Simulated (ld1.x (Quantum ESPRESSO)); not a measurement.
# Logarithmic derivatives: hafnium, ultrasoft

- Element: hafnium
- Generator: ld1.x (Quantum ESPRESSO) 7.5
- Type: ultrasoft
- Functional: PBE
- Relativity: scalar-relativistic
- Frozen core: [Kr] 4d10 4f14
- Valence charge: 12
- Reference configuration: 5s2 5p6 5d3 6s1 6p0
- Partial waves: 5s (bound): rcut 1.42, rcutus 1.50 bohr; 6s (bound): rcut 1.42, rcutus 1.50 bohr; 5p (bound): rcut 2.12, rcutus 2.34 bohr; 6p (bound, empty): rcut 2.12, rcutus 2.34 bohr; 5d (bound): rcut 2.40, rcutus 2.56 bohr; 5d channel at 0.45 Ry: rcut 2.40, rcutus 2.56 bohr
- Local potential: all-electron potential smoothed inside 1.42 bohr (lloc = -1)
- Core correction: a·sin(br)/r model core, default radius (core density twice the valence density)
- Augmentation charge: PSQ, inside the norm-conserving radii

The phase is arctan(r·u′/u) with u = r·R(r), unwrapped; energies in Ry, scanned from -7 to 5 Ry. A pole is an energy at which the radial function vanishes at the test radius. The pseudo phase is shifted by a multiple of π to meet the all-electron one at the reference energy, and phase errors are pseudo minus all-electron; the curves can meet again beyond the range given. Levels narrower than the energy grid can be missing from the lists of poles.

```json
{"channel": "s", "radius (bohr)": "2.80", "reference energy (Ry)": "-0.35", "poles, all-electron": "-4.80, 2.09", "poles, pseudo": "-4.80, 2.08", "unbroken range about the reference energy with phases within 0.05 rad": "below 4.7", "phase error 1 Ry above the reference energy (rad)": "-0.000"}
{"channel": "p", "radius (bohr)": "2.80", "reference energy (Ry)": "-0.09", "poles, all-electron": "-2.43, 3.61", "poles, pseudo": "-3.60, -2.43, 2.74", "unbroken range about the reference energy with phases within 0.05 rad": "-2.6 to 0.6", "phase error 1 Ry above the reference energy (rad)": "-0.108"}
{"channel": "d", "radius (bohr)": "2.80", "reference energy (Ry)": "-0.15", "poles, all-electron": "0.54", "poles, pseudo": "0.54", "unbroken range about the reference energy with phases within 0.05 rad": "the whole range", "phase error 1 Ry above the reference energy (rad)": "-0.000"}
```

The ghost test of this file was not conclusive. Its overlap operator is not positive definite in a basis up to 400 Ry (lowest eigenvalue p -0.35), so the file is unfit for use: the generalised eigenproblem breaks down once the basis is large enough, and its test numbers describe a broken file.

Phases in the d channel:

```csv
E (Ry),all-electron,pseudo
-7.00,1.435,1.435
-6.48,1.429,1.429
-5.96,1.423,1.423
-5.44,1.416,1.416
-4.92,1.407,1.407
-4.40,1.398,1.398
-3.88,1.386,1.386
-3.36,1.371,1.371
-2.84,1.351,1.351
-2.32,1.325,1.324
-1.80,1.284,1.284
-1.28,1.210,1.209
-0.76,1.016,1.016
-0.24,-0.245,-0.245
0.28,-1.442,-1.442
0.80,-1.649,-1.649
1.32,-1.767,-1.767
1.84,-1.902,-1.902
2.36,-2.169,-2.172
2.88,-3.025,-3.041
3.40,-4.084,-4.093
3.92,-4.413,-4.417
4.44,-4.543,-4.546
4.96,-4.615,-4.617
```
